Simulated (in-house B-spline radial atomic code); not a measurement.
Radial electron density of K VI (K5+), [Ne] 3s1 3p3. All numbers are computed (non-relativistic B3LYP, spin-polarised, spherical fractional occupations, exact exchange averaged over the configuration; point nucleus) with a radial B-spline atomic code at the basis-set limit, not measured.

Columns: r (bohr), 4πr²n(r) (electrons per bohr), bar.

```
 0.00303   0.4659 #
 0.00361   0.6468 #
 0.00431   0.8978 ##
 0.00514    1.237 ##
 0.00613    1.695 ###
 0.00731    2.304 #####
 0.00872    3.108 ######
  0.0104    4.148 ########
  0.0124    5.466 ###########
  0.0148     7.11 ##############
  0.0176    9.044 ##################
   0.021    11.32 ######################
  0.0251    13.86 ###########################
  0.0299    16.43 ################################
  0.0357    18.86 #####################################
  0.0426    20.81 #########################################
  0.0508    21.93 ###########################################
  0.0605       22 ############################################
  0.0722    20.97 #########################################
  0.0861    19.14 ######################################
   0.103    17.11 ##################################
   0.122    15.85 ###############################
   0.146    15.93 ###############################
   0.174    17.57 ###################################
   0.208    20.12 ########################################
   0.248    22.15 ############################################
   0.295    22.25 ############################################
   0.352    19.73 #######################################
    0.42    15.11 ##############################
   0.501    10.02 ####################
   0.598    6.195 ############
   0.713    4.458 #########
    0.85    4.275 ########
    1.01    4.389 #########
    1.21    3.839 ########
    1.44    2.643 #####
    1.72    1.352 ###
    2.05   0.5062 #
    2.45   0.1289 
    2.92  0.02206 
    3.48 0.002326 
    4.15 0.0001369
```

On this grid the curve has 3 maxima, near 0.0605, 0.295, 1.01 bohr.

The 3p up radial function P(r) = rR(r), positive near the nucleus:

```tsv
r (bohr)	P
0.00361	0.001054
0.00514	0.002106
0.00731	0.004174
0.0104	0.008205
0.0148	0.01594
0.021	0.03028
0.0299	0.05647
0.0426	0.1019
0.0605	0.1742
0.0861	0.2792
0.122	0.4041
0.174	0.5089
0.248	0.502
0.352	0.283
0.501	-0.1774
0.713	-0.7183
1.01	-1.008
1.44	-0.8175
2.05	-0.3701
2.92	-0.08014
4.15	-0.00652
```
